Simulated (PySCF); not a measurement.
C3H13OPSi2.
SMILES: `CC(C)[SiH2][Si@@H](O)P`

Torsions of this conformer, `[CH3:1][CH:2]([CH3:3])[SiH2:4][Si@@H:5]([OH:6])[PH2:7]`: C1–C2–Si4–Si5 171°, C2–Si4–Si5–O6 48°, H–O6–Si5–Si4 180°, H–P7–Si5–Si4 62°, H–P7–Si5–Si4 -32°.

The closed-shell ground state was solved at several levels (PySCF, density fitting, gas phase, non-relativistic). One conformer (not necessarily the lowest) at the PBE0-D3(BJ)/def2-SVP geometry, without solvent, vibrations or thermal averaging.

```json
{"level": "PBE0/def2-SVPD", "basis functions": "259", "HOMO (eV)": "-7.04", "LUMO (eV)": "-0.41", "gap (eV)": "6.63", "dipole (D)": "0.83"}
{"level": "HF/pcSseg-1", "basis functions": "205", "HOMO (eV)": "-9.54", "LUMO (eV)": "3.08", "gap (eV)": "12.62", "dipole (D)": "0.94"}
```

Estimate the row for PBE0/pcSseg-1, a basis of 205 functions; the other rows only guide the guess.

HOMO -7.09 eV, LUMO -0.24 eV, gap 6.85 eV, dipole 0.88 D.

Over all these levels, which gives the widest orbital gap and which the narrowest?

HF/pcSseg-1 (Hartree–Fock, all exact exchange) has the widest, 12.62 eV, and PBE0/def2-SVPD (global hybrid, 25 % exact exchange) the narrowest, 6.63 eV. Functional and basis both differ between the two, so the spread mixes both effects. The HOMO need not be the same orbital at Hartree–Fock and at DFT levels.

How far do the dipole and the HOMO energy spread over the levels?

The dipole runs from 0.83 to 0.94 D (mean 0.89 D) and the HOMO from -9.54 to -7.04 eV.
